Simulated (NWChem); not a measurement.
H2SeO; SMILES O[SeH]

All runs: NWChem. The geometry was optimised at PBE0/def2-SVP. Vertical excitations in the gas phase; the lowest state need not have the same character in each row.

For level PBE/def2-SVPD, TDA:

```yaml
lowest excitation, singlet (eV): 3.67
lowest state with f > 0.02, singlet (eV): 5.17
orbital gap (eV): 3.28
```

**Question.** Estimate the same quantities for level CAM-B3LYP/def2-SVPD, TDA.

**Answer.** The lowest excitation, singlet (eV) is 3.84 and the lowest state with f > 0.02, singlet (eV) is 5.54. The orbital gap (eV) comes out as 7.79.
